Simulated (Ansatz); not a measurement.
Clusters of 5 atoms, IV-VI: r2SCAN-D4/def2-TZVP single points in Ansatz on relaxed structures, gas phase. Each cluster is the lowest isomer that a short search found in that spin, judged at the geometry's level, and lower ones may exist. Core potentials for Pb, Sn, Te, no spin–orbit coupling. HOMO and LUMO are taken over both spins. Binding counts from free atoms in the multiplicity of their measured ground term, without zero-point energy. Singlets are spin-restricted. A dash marks a value that wasn't run or was left out as unsound. The structures are stationary points that may keep the symmetry of their start. Remarks come from the PBE and PBE0 runs and from stability tests at other levels; not every state was tested.

Q: Estimate the order by gap (eV), lowest first.
A. Pb3Se2 (singlet)
B. Pb3O2 (singlet)
C. Si2O3 (singlet)
D. Ge3O2 (singlet)
E. PbO4 (with 3 O–O bonds) (singlet)
F. Sn3S2 (singlet)
G. Pb2O3 (with an O–O bond) (singlet)
H. Te2Pb3⁺ (doublet)
I. GeO4 (singlet)

A: H (0.86), C (1.47), B (1.68), A (1.92), F (2.16), E (2.56), D (2.65), G (3.13), I (3.50).

In full:

| species | atoms | state | geometry | HOMO (eV) | LUMO (eV) | gap (eV) | binding per atom (eV) | lowest of the spins relaxed | point group (within 0.1 Å) | remarks |
| --- | --- | --- | --- | --- | --- | --- | --- | --- | --- | --- |
| Ge3O2 | 5 | singlet | B3LYP-D4/def2-SVP | -5.45 | -2.80 | 2.65 | 3.73 | singlet, of singlet/triplet/quintet | C2v | – |
| PbO4 (with 3 O–O bonds) | 5 | singlet | PBE-D4/def2-SVP | -5.99 | -3.43 | 2.56 | 2.63 | singlet, of singlet/quintet | C2 | spin-contaminated (⟨S²⟩ up to 2.55) (triplet) |
| Sn3S2 | 5 | singlet | r2SCAN-D4/def2-SVP | -5.18 | -3.02 | 2.16 | 3.06 | – | C2v | restricted SCF unstable in HF |
| Pb2O3 (with an O–O bond) | 5 | singlet | PBE-D4/def2-SVP | -5.29 | -2.16 | 3.13 | 3.16 | – | C2v | – |
| Si2O3 | 5 | singlet | PBE-D4/def2-SVP | -6.30 | -4.83 | 1.47 | 4.44 | singlet, of singlet/triplet/quintet | C2v | – |
| GeO4 | 5 | singlet | r2SCAN-D4/def2-SVP | -7.09 | -3.59 | 3.50 | 3.05 | singlet, of singlet/triplet | C2v | – |
| Sn3Se2 | 5 | singlet | PBE0-D4/def2-SVP | -5.22 | -3.05 | 2.17 | 2.90 | – | – | restricted SCF unstable in HF |
| Te2Pb3⁺ | 5 | doublet | PBE0-D4/def2-SVP | -8.73 | -7.86 | 0.86 | – | – | C2v | – |
| Pb3Se2 | 5 | singlet | r2SCAN-D4/def2-SVP | -4.76 | -2.85 | 1.92 | 2.76 | – | C2v | restricted SCF unstable in HF |
| Pb3O2 | 5 | singlet | PBE-D4/def2-SVP | -4.30 | -2.62 | 1.68 | 3.06 | singlet, of singlet/triplet/quintet | C2v | – |

The gap (eV) runs from 0.86 (Te2Pb3⁺) to 3.50 (GeO4).
